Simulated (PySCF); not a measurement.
## Electronic structure of Kr²⁺ (krypton, charge +2) at the UHF level

Configuration: [Ar] 3d10 4s2 4p4, high-spin 3P determinant. Calculation: PySCF 2.14, in cc-pVTZ-PP with ECP10MDF (5s4p3d1f, 39 functions); scalar relativity through the core potential.

| Property | Result |
| --- | --- |
| Total energy | -460.861544 hartree |
| One-electron energy | -785.4299 hartree |
| Hartree (Coulomb) energy | 355.9271 hartree |
| Exchange energy | -31.3587 hartree |
| ⟨S²⟩ | 2.0077 |
| ⟨L²⟩ | 2.029 |
| Sum of ⟨r⟩ | 19.83 bohr |
| Sum of ⟨r²⟩ | 25.63 bohr² |
| Traceless quadrupole moment −½Σ⟨3z² − r²⟩ along its main axis | -1.41 e·bohr² |
| Time after the integrals | 0.1 s of wall time on 1 thread of Neoverse-V2 (shared host) |

```csv
shell,electrons,mean orbital energy (hartree),spread (hartree),"rms radius, mean of both spins (bohr)"
3s α,1,-11.75408,0,0.567
3s β,1,-11.72782,0,0.567
3p α,3,-9.43167,0.03313,0.583
3p β,3,-9.40188,0.00222,0.583
3d α,5,-4.69542,0.03052,0.604
3d β,5,-4.67682,0.01373,0.604
4s α,1,-2.11512,0,1.62
4s β,1,-1.86369,0,1.62
4p α,3,-1.39312,0.08099,1.88
4p β,1,-1.29126,0,1.88
```

Energies and moments cover only the electrons outside the core potential.
